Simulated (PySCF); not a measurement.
SMILES F[SiH2]N[Si](Cl)(Cl)Cl (H₃Cl₃FNSi₂), PBE0/def2-SVP optimised geometry.

```
10

Si     0.94    -1.47     0.00
F      0.46    -2.22     1.35
N      0.43     0.19     0.00
Si    -1.06     0.90    -0.46
Cl    -0.90     1.98    -2.20
Cl    -2.42    -0.60    -0.75
Cl    -1.72     2.19     0.98
H      0.33    -2.19    -1.15
H      2.42    -1.47     0.00
H      1.10     0.85     0.40
```

Density from PySCF 2.14.0 with PBE0/def2-TZVP at that geometry.

Minimum of the electron density along straight lines between bonded atoms, close to the bond critical point (lines longer than 1.1 times the sum of covalent radii, or with two minima, are not listed):

| bond | length / Å | ρ at the minimum / e bohr⁻³ | ∇²ρ there / e bohr⁻⁵ | position (fraction from the first atom) |
|---|---|---|---|---|
| Si1–F2 | 1.622 | 0.131 | ___ | 0.42 |
| Si1–N3 | 1.738 | 0.127 | 0.53 | 0.40 |
| N3–Si4 | 1.710 | 0.139 | ___ | 0.60 |
| Si4–Cl5 | 2.049 | 0.103 | 0.22 | 0.36 |
| Si4–Cl6 | 2.044 | 0.104 | 0.23 | 0.36 |
| Si4–Cl7 | 2.047 | 0.103 | 0.22 | 0.36 |
| Si1–H8 | 1.480 | 0.127 | 0.14 | 0.49 |
| Si1–H9 | 1.484 | 0.125 | 0.14 | 0.49 |
| N3–H10 | 1.019 | 0.324 | ___ | 0.74 |

Question: Some entries are withheld; supply them.

Answer: 
- Si1–F2, ∇²ρ there / e bohr⁻⁵: 0.89
- N3–Si4, ∇²ρ there / e bohr⁻⁵: 0.57
- N3–H10, ∇²ρ there / e bohr⁻⁵: -1.57
